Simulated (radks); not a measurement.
Spherical quantum dot in the effective-mass picture: electrons in a hard-walled sphere of radius 5.88, with a point charge +2 (a donor) at the centre, all in effective atomic units (hartree* = m*/eps^2 hartree, bohr* = eps/m* bohr), one dielectric constant everywhere. Calculated with a radial shooting solver with Libxc functionals: non-relativistic Kohn-Sham, r2SCAN, spin-polarised, spherical densities, generalised Kohn-Sham scheme. Levels are named by radial order and angular momentum (1s, 1p, 1d, 2s, ...), and open shells are averaged over m. Results are scaled to m* = 0.037 and eps = 17.3, for which hartree* = 3.364 meV and bohr* = 24.74 nm.

N = 39, configuration 1s2 1p6 1d10 2s2 1f14 1g(up 5, down 0). This is the lowest configuration that the search found. Occupied and some empty levels:

level,occupation,eigenvalue (meV),<r> (nm)
1s up,1,25.698,91.68
1s down,1,25.770,77.41
1p up,3,25.946,110.7
2s up,1,26.003,42.04
2s down,1,26.038,55.68
1p down,3,26.056,110.2
1d up,5,26.324,112.1
1d down,5,26.442,111.7
1f up,7,26.869,113.5
1f down,7,26.997,113.2
1g up,5,27.573,114.8
1g down,0,27.710,114.6
1h up,0,28.427,116.0
1h down,0,28.574,115.9
2p up,0,28.917,71.41
3s up,0,28.927,74.81
2p down,0,28.968,71.23
3s down,0,28.984,74.95
2d up,0,29.970,82.55
2d down,0,30.038,82.56

Energy (meV): total 517.017, kinetic 105.76, external -78.712, Hartree 537.50, exchange-correlation -47.525.
